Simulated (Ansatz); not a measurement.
The cluster AgGe₅⁺, relaxed as a singlet with RKS PBE-D4/def2-SVP in Ansatz, starting from the GFN2-xTB geometry. Force threshold 0.02 eV/Å.

In the def2 sets Ag takes a core potential; there is no spin–orbit coupling. The structure comes from a short search, and lower isomers may exist.

Start:

| atom | x (Å) | y (Å) | z (Å) |
| --- | --- | --- | --- |
| Ag1 | -1.802 | -0.851 | 1.048 |
| Ge2 | -0.513 | 1.193 | 0.002 |
| Ge3 | -1.335 | 0.079 | -2.062 |
| Ge4 | 0.629 | -0.084 | 1.914 |
| Ge5 | 0.751 | -0.876 | -1.086 |
| Ge6 | 2.271 | 0.540 | 0.184 |

(1) Estimate the energy that the relaxation releases and the steps that it takes.

(2) Does the start keep its bonding and symmetry?

(3) Predict the relaxed structure.

Results:

(1) 6.6 kJ/mol, in 7 steps; 23 s on 4 threads of Arm Neoverse V1 on a shared host. No frequencies were taken in this run, so the end may be a saddle point.

(2) By distances, no bond broke or formed. The bond that changes most is Ag1–Ge3, from 3.28 to 3.02 Å (atoms count from 1). The end is the same structure that another start reached.

(3) 
```xyz
6

Ag   -1.700   -0.930    0.863
Ge   -0.549    1.340    0.044
Ge   -1.398    0.050   -1.978
Ge    0.598   -0.007    1.927
Ge    0.716   -0.916   -1.036
Ge    2.333    0.463    0.178
```
Bond lengths: 6 × Ge–Ge 2.45 to 2.80 Å; 4 × Ag–Ge 2.67 to 3.07 Å.
